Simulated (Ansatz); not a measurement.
Consider the cleavage of the Si–Si bond: `N[SiH2][SiH2][SiH3]` + `N[SiH](N)F` → `N[SiH2]N[SiH](N)F` + `[SiH3][SiH3]`.

Gas-phase electronic energies from Ansatz, PBE0-D4/def2-TZVP geometries. CCSD(T)/CBS adds triple-zeta CCSD(T) − MP2 to the extrapolated MP2 energy (def2 sets, frozen cores). DFT in def2-TZVPP. Each species was taken in one conformer, which may not be the lowest.

Q: Is it downhill or uphill in electronic energy at CCSD(T)/CBS, and by how much? (Estimate.)

A: The calculation gave: Downhill: ΔE = -73.4 kJ/mol.

Q: What do these levels give: r2SCAN-D4, PBE0-D4, ωB97X-V, ωB97M-V, B2PLYP, PBE, PBE0, HF/def2-TZVPP, SCS-MP2/def2-TZVPP, SCS-MP2/def2-QZVPP, MP2/CBS(def2), CCSD/CBS(def2)? (Estimate.)

A: Computed: r2SCAN-D4 -68.7, PBE0-D4 -61.4, ωB97X-V -72.0, ωB97M-V -77.9, B2PLYP -74.4, PBE -52.9, PBE0 -58.4, HF/def2-TZVPP -82.6, SCS-MP2/def2-TZVPP -81.5, SCS-MP2/def2-QZVPP -80.7, MP2/CBS(def2) -78.8, CCSD/CBS(def2) -74.0 kJ/mol.

Largest T1 diagnostic among the species: 0.013.

From PBE to PBE0 (25 % exact exchange), in def2-TZVPP and without D4, ΔE moves by −5.5 kJ/mol. The D4 term adds −5.4 kJ/mol with B3LYP and −2.9 kJ/mol with PBE0; it sums over pairs of atoms, weighted by their polarisabilities, and B3LYP, whose exchange is more repulsive, gets the larger term.

B3LYP here is the variant with VWN-RPA as its local correlation; programs differ in this.
